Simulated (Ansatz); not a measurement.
Input file:

```yaml
crystal:
  periodic: [false, false, false]
  atoms:
    - { symbol: B, position_ang: [0.0, 0.0, 0.0] }
    - { symbol: H, position_ang: [0.0, 0.0, 1.44] }
    - { symbol: Cl, position_ang: [1.6108, 0.0, -0.93] }
    - { symbol: Cl, position_ang: [-1.6108, 0.0, -0.93] }
    - { symbol: F, position_ang: [0.0, 0.0, 2.66] }
magnetization:
  spin_polarized: true
  initial_magnetization: 1
basis:
  gaussian: { orbitals: "6-31G*" }
hamiltonian:
  xc: pbe0
relax:
  f_tol: 0.15
  max_steps: 25
  restrain:
    - { distance: [1, 4], at: 0.92, k: 30.0 }
    - { distance: [0, 1], at: 2.39, k: 30.0 }
output:
  orbitals: {}
```

Run as:

```bash
$ ansatz run input.yaml --threads 2 --pin off --max-ram 3072MiB --backend cpu --events-out ev --progress --plain --runs-dir out
```

Hardware: 2 threads of Intel(R) Xeon(R) Platinum 8259CL CPU @ 2.50GHz (Skylake/Cascade Lake), on a shared host.

**Question.** Roughly how long does this run take, and how much memory?

**Answer.** 24 s, with a peak of 0.19 GiB, for 10 ionic steps.
